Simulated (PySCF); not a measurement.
**SrTe at TPSS**

Level: TPSS. basis Sr def2-SVP with ECP28, Te def2-SVP with ECP28; scalar-relativistic core potentials; PySCF 2.14.

| Item | Value |
| --- | --- |
| state | ¹Σ⁺ (singlet), closed shell |
| bond length | 2.812 Å |
| harmonic wavenumber | 221 cm⁻¹ |
| force constant | 1.51 mdyn/Å |
| rotational constant Be | 0.04065 cm⁻¹ |
| anharmonicity ωexe | 0.377 cm⁻¹ |
| vibration–rotation constant αe | 9.54e-05 cm⁻¹ |
| well depth De to Sr + Te | 3.08 eV |
| dissociation energy D0 | 3.07 eV |
| HOMO–LUMO gap | 1.09 eV |
| bond order (Mayer) | 2.28 |
| dipole moment (positive dipole means Sr(−)Te(+)) | -10.18 D |

Spin–orbit coupling is left out, which matters for elements this heavy, above all for dissociation energies.
